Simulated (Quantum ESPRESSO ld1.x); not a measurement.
Task: Valence configurations of the molybdenum ion Mo3+ (all share [Kr]). Calculated with ld1.x of Quantum ESPRESSO 7.5: Dirac Kohn-Sham, LDA (Slater exchange, Perdew-Zunger correlation), spin-unpolarised, spherical densities, point nucleus; open shells are shared between the two j in proportion to 2j + 1. Order these by energy: 4d2.5 5p0.5; 4d2.5 5s0.5; 4d1 5s2; 4d1.5 5s1.5; 4d1 5s1 5p1; 4d1.5 5s0.5 5p1; 4d2 5p1; 4d2 5s1; 4d3.

Result: From the lowest, in eV above it: 4d3 0.000; 4d2.5 5s0.5 3.248; 4d2.5 5p0.5 6.382; 4d2 5s1 6.862; 4d1.5 5s1.5 10.885; 4d2 5p1 13.278; 4d1 5s2 15.346; 4d1.5 5s0.5 5p1 17.458; 4d1 5s1 5p1 22.082. NIST lists [Kr] 4d3 as the ground configuration; this level of theory agrees among the configurations tried. The energies are those of spherical spin-averaged densities, not of single terms.
